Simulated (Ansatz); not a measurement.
```yaml
crystal:
  periodic: [false, false, false]
  atoms:
    - {symbol: B, position_ang: [-0.896380, -0.368052, 0.310871]}
    - {symbol: B, position_ang: [0.667119, 0.195077, -0.385102]}
    - {symbol: F, position_ang: [-0.897866, -0.779458, 1.415585]}
    - {symbol: F, position_ang: [1.935669, 0.014272, 0.639238]}
    - {symbol: F, position_ang: [-1.611027, -0.326310, -0.632280]}
    - {symbol: F, position_ang: [0.974025, 1.229748, -1.073698]}
basis:
  gaussian: {orbitals: cc-pVDZ, fitting: {mean_field: cc-pVTZ-jkfit}}
total_charge: -1
magnetization: {spin_polarized: true, initial_magnetization: 1}
hamiltonian: {xc: {name: CAM-B3LYP}}
scf: {omitted_lower_state_checks: [starts]}
```

```sh
$ ansatz run in.yaml --threads 4 --pin off --events-out ev --progress --plain --max-ram 3916MiB
```

It prints (some lines left out):

```
Functional definition: CAM-B3LYP
474 factors; integrals over basis functions are off by at most 1.6e-1 eV
474 factors; integrals over basis functions are off by at most 7.8e-7 eV
mean field evaluation 1: about -12218.2737 eV, gradient 1.4e1 eV
mean field evaluation 2: about -12218.5999 eV, gradient 1.5e1 eV
mean field evaluation 4: about -12219.2853 eV, gradient 9.6e-1 eV
mean field evaluation 8: about -12219.2897 eV, gradient 4.0e-2 eV
mean field evaluation 16: about -12219.2897 eV, gradient 8.3e-5 eV
mean field -12219.28972286 eV, -449.0506147830 hartree, gradient 8.3e-5 eV, S^2 0.756458; 0 other end points of the search recorded, 0 dependent functions left out
reference -12219.28982256 eV, -449.0506184468 hartree; 24, 23 occupied and 60, 61 virtual orbitals, 474 factors
Total energy: -12219.28982256 eV, -449.0506184468 hartree
Checks for a lower state left out: starts
```

Run time 1.1 s (4 threads of Arm Neoverse V1 on a shared host).

The highest occupied level of an anion often lies above zero with these methods, and sets without diffuse functions describe the outer electron poorly.
